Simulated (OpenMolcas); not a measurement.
Cr3+: ligand-field states by method

Cr3+ with 6 ligands (fluoride) in tetragonal octahedral coordination (D4h) at 1.93 Å, the axial distance 1.891 Å. A charge of +0.5 e stands 2.8 Å behind each ligand. Ligand basis ANO-RCC-VDZP.
```
Cr    0.0000    0.0000    0.0000
F     1.9300    0.0000    0.0000
F     0.0000    1.9300    0.0000
F    -1.9300    0.0000    0.0000
F     0.0000   -1.9300    0.0000
F     0.0000    0.0000    1.8914
F     0.0000    0.0000   -1.8914
```

```
Program             : OpenMolcas 26.06
Basis               : ANO-RCC-VDZP [5s4p2d1f]
Scalar Hamiltonian  : DKH2, point nucleus
Active space        : 3 electrons in 5 orbitals (3d)
State averaging     : 2S+1 = 4 even, 10 roots; 2S+1 = 2 even, 40 roots
Spin-orbit coupling : state interaction with AMFI integrals over the reference wave functions
```

I. CASSCF
II. SS-CASPT2, IPEA 0.25 Eh, imaginary shift 0.1 Eh (closed shells correlated: 3s 3p and the ligand valence shells)

Spin-free states (labels of D4, the rotations of D4h) in cm-1, each column counted from its own energy of the first state listed:

```tsv
State	Degeneracy	I	II
4B1	1	0	0
4B2	1	13543	15230
4E	2	14302	15950
2B1	1	19405	15600
2A1	1	19472	15530
2A2	1	20410	16580
2E	2	20426	16570
4E	2	22111	22230
```

From I to II, I's first state of the same spin (4B2) moves from 13543 to 15230 cm-1, by about +1700 cm-1.

From I to II, I's first state of another spin (2B1) moves from 19405 to 15600 cm-1, by about -3800 cm-1. In II another state of that kind comes below it.

χT at 300 K: I 1.83, II 1.83 cm3 K/mol.

Over all roots computed the reference weight is 0.71 to 0.72 in II; a low but even weight reflects the number of correlated electrons. Ligand-to-metal charge-transfer states are missing. With no ligand orbital active B as a rule stays too high, so bands that hang on it stand too high and its fall with covalency is understated. Without dynamic correlation the repulsion within the d shell is too large (B by tens of per cent), so at a given field states of lower spin stand too high (holds for I). With metal d orbitals alone and no dynamic correlation the field as a rule comes out too small, by tens of per cent, by up to half for chloride and softer ligands (holds for I). With one d shell and no ligand orbital active, 10Dq can be off by a tenth or more (holds for II). No measured value stands beside these numbers; the geometry was imposed, not optimised, and the real ion may take another.
